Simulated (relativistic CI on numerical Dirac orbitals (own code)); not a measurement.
**Ru⁷⁺: M2,3 absorption edge**

Computed with this model: Dirac-Coulomb-Breit CI, orbitals from a KLI potential per configuration, QED by a radiative potential, valence Slater integrals scaled by 0.8, multiplet model of core-to-valence dipole absorption; configurations [Kr] 4d → [Ne] 3s2 3p5 3d10 4s2 4p6 4d2; 80 K; Lorentzian 3 eV and Gaussian 0.4 eV FWHM. Energies are those of the free ion, without screening or charge transfer. The branching ratio is the share of the lower-energy edge in the whole absorption, uncertain by about 0.02 where the edges overlap. S is read from ⟨S²⟩ = S(S + 1).

Field parameters in Wybourne normalisation: D3d B²₀ = −7Dσ, B⁴₀ = −14Dq − 21Dτ, B⁴₃ = −14√(10/7) Dq. The field is a parameter set, without covalency.

free ion: ground-state S = 0.50, centroid 484.05 eV, branching ratio 0.761. Peaks (eV, height): 479.0 (100), 500.0 (30).

D3d, 10Dq = 28400, Dσ = -1200, Dτ = -270 cm⁻¹: ground-state S = 0.50, centroid 484.80 eV, branching ratio 0.736. Peaks (eV, height): 480.0 (100), 499.5 (35).

The statistical ratio of this edge is 2/3 = 0.667. Values above it arise where the holes sit mainly in the j = l + 1/2 valence subshell or the ground state has high spin; values below it where core-valence Coulomb terms move weight to the upper edge, as in nearly empty shells.

Strongest unbroadened transitions for free ion:

```tsv
Energy (eV)	Relative strength
477.61	76.6
478.04	45.8
478.45	16.1
478.58	28.8
478.96	19.3
478.99	13.1
479.16	22.6
479.37	100.0
479.57	52.9
479.60	5.7
480.16	5.5
483.42	4.1
499.54	18.4
500.04	58.8
501.49	18.9
501.64	14.3
501.99	4.7
505.88	5.3
```
